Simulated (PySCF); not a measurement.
NP, triplet, at a GFN2-xTB geometry (a higher spin typed on purpose: for a closed-shell molecule this is an excited state), with bond 2-1 at 1.4 times its length; PySCF with CASCI(2,4)/6-31G*.

Here is a job for PySCF.
```python
from pyscf import gto, scf, mcscf
import numpy

mol = gto.M(
    atom='''
N    -0.00000000   -0.00000000   -1.04210898
P     0.00000000    0.00000000    1.09768812
''',
    basis='6-31g*',
    spin=2,
    verbose=4,
)

mf = scf.ROHF(mol)
mf.kernel()
mc = mcscf.CASCI(mf, 4, 2)
mc.fix_spin_(ss=2.0)
mc.kernel()
occ = numpy.linalg.eigvalsh(mc.fcisolver.make_rdm1(mc.ci, mc.ncas, mc.nelecas))[::-1]
ss = mc.fcisolver.spin_square(mc.ci, mc.ncas, mc.nelecas)[0]
print('natural occupations', occ.round(4), ' <S^2>', round(ss, 4))
```

The log (banner, timings and long lists left out):

```
PySCF version 2.14.0

[INPUT] verbose = 4
[INPUT] num. atoms = 2
[INPUT] num. electrons = 22
[INPUT] charge = 0
[INPUT] spin (= nelec alpha-beta = 2S) = 2
[INPUT] symmetry False subgroup None
[INPUT] Mole.unit = angstrom
[INPUT] Symbol           X                Y                Z      unit          X                Y                Z       unit  Magmom
[INPUT]  1 N      0.000000000000   0.000000000000  -1.042108980000 AA    0.000000000000   0.000000000000  -1.969300564150 Bohr   0.0
[INPUT]  2 P      0.000000000000   0.000000000000   1.097688120000 AA    0.000000000000   0.000000000000   2.074329916989 Bohr   0.0

nuclear repulsion = 25.9667643939699
number of shells = 14
number of NR pGTOs = 78
number of NR cGTOs = 32
basis = 6-31g*
ecp = {}

******** <class 'pyscf.scf.rohf.ROHF'> ********
method = ROHF
initial guess = minao
damping factor = 0
level_shift factor = 0
DIIS = <class 'pyscf.scf.diis.CDIIS'>
diis_start_cycle = 1
diis_space = 8
diis_damp = 0
SCF conv_tol = 1e-09
SCF conv_tol_grad = None
SCF max_cycles = 50
direct_scf = True
direct_scf_tol = 1e-13
num. doubly occ = 10  num. singly occ = 2
Set gradient conv threshold to 3.16228e-05
init E= -394.286068995368

WARN: HOMO -0.106334883359664 >= LUMO -0.106334883359662

cycle= 1 E= -394.870693291661  delta_E= -0.585  |g|= 0.197  |ddm|=  1.2
  HOMO = -0.214215705028111  LUMO = -0.0274864605497585  gap/eV = 5.08116
cycle= 2 E= -394.887723816745  delta_E= -0.017  |g|= 0.0806  |ddm|= 0.287
  HOMO = -0.178456798448312  LUMO = -0.00257297013946101  gap/eV = 4.78604
cycle= 3 E= -394.890005560005  delta_E= -0.00228  |g|= 0.0946  |ddm|= 0.124
  HOMO = -0.181595650202687  LUMO = -0.000319038924005088  gap/eV = 4.93279
cycle= 4 E= -394.89733589616  delta_E= -0.00733  |g|= 0.0416  |ddm|= 0.0958
  HOMO = -0.180844146723789  LUMO = -0.00200852000542673  gap/eV = 4.86637
cycle= 5 E= -394.900969475317  delta_E= -0.00363  |g|= 0.0468  |ddm|= 0.0434
  HOMO = -0.163796326018046  LUMO = 0.019586059890266  gap/eV = 4.99009
cycle= 6 E= -394.88836100756  delta_E= 0.0126  |g|= 0.0148  |ddm|= 0.234
  HOMO = -0.170684218347831  LUMO = 0.0152268090450227  gap/eV = 5.05890
cycle= 7 E= -394.8881334456  delta_E= 0.000228  |g|= 0.0084  |ddm|= 0.0402
  HOMO = -0.18245286623176  LUMO = 0.00630029862728909  gap/eV = 5.13624
cycle= 8 E= -394.888200233012  delta_E= -6.68e-05  |g|= 0.0033  |ddm|= 0.0161
  HOMO = -0.183007424906932  LUMO = 0.00558956814214007  gap/eV = 5.13199
cycle= 9 E= -394.888216191967  delta_E= -1.6e-05  |g|= 0.0042  |ddm|= 0.00816
  HOMO = -0.182840187039901  LUMO = 0.00596170122961803  gap/eV = 5.13756
cycle= 10 E= -394.888200850914  delta_E= 1.53e-05  |g|= 0.00376  |ddm|= 0.0051
  HOMO = -0.182658823810238  LUMO = 0.00667945218314658  gap/eV = 5.15216
cycle= 11 E= -394.888167747042  delta_E= 3.31e-05  |g|= 0.00291  |ddm|= 0.0221
  HOMO = -0.183116738004755  LUMO = 0.00640476656809819  gap/eV = 5.15714
cycle= 12 E= -394.888166451835  delta_E= 1.3e-06  |g|= 0.00248  |ddm|= 0.00188
  HOMO = -0.18252564681015  LUMO = 0.00672572215523504  gap/eV = 5.14979
cycle= 13 E= -394.888164216166  delta_E= 2.24e-06  |g|= 0.00218  |ddm|= 0.00203
  HOMO = -0.182500035956735  LUMO = 0.00731841046377157  gap/eV = 5.16522
cycle= 14 E= -394.888148896631  delta_E= 1.53e-05  |g|= 0.00115  |ddm|= 0.0161
  HOMO = -0.182772586628798  LUMO = 0.00782055631687628  gap/eV = 5.18630
cycle= 15 E= -394.888144967115  delta_E= 3.93e-06  |g|= 0.000318  |ddm|= 0.0159
  HOMO = -0.182759300340997  LUMO = 0.00768825426296393  gap/eV = 5.18234
cycle= 16 E= -394.888144651568  delta_E= 3.16e-07  |g|= 0.000172  |ddm|= 0.00123
  HOMO = -0.182709430180521  LUMO = 0.0076625134424031  gap/eV = 5.18028
cycle= 17 E= -394.888144584755  delta_E= 6.68e-08  |g|= 4.83e-05  |ddm|= 0.00201
  HOMO = -0.182715619818146  LUMO = 0.00767371392469185  gap/eV = 5.18076
cycle= 18 E= -394.888144579038  delta_E= 5.72e-09  |g|= 8.5e-06  |ddm|= 0.000318
  HOMO = -0.182717164489323  LUMO = 0.00767441793813006  gap/eV = 5.18082
cycle= 19 E= -394.888144578922  delta_E= 1.16e-10  |g|= 2.51e-06  |ddm|= 4.73e-05
  HOMO = -0.182717290587896  LUMO = 0.00767400109622152  gap/eV = 5.18081
Extra cycle  E= -394.888144578926  delta_E= -3.52e-12  |g|= 3.62e-06  |ddm|= 5.32e-06
converged SCF energy = -394.888144578926

******** <class 'pyscf.mcscf.casci.CASCI'> ********
CAS (2e+0e, 4o), ncore = 10, nvir = 18
natorb = False
canonicalization = True
sorting_mo_energy = False
******** <class 'pyscf.fci.addons.SpinPenaltyFCISolver'> ********
max. cycles = 200
conv_tol = 1e-08
davidson only = True
linear dependence = 1e-12
level shift = 0.001
max iter space = 12
nroots = 1
pspace_size = 400
spin = None
Density matrix diagonal elements [9.99999999e-01 1.85883380e-09 9.99999999e-01 3.23180858e-14]
CASCI converged
CASCI E = -394.900661502799  E(CI) = -1.09918068059034  S^2 = 2.0000000
natural occupations [1. 1. 0. 0.]  <S^2> 2.0
```
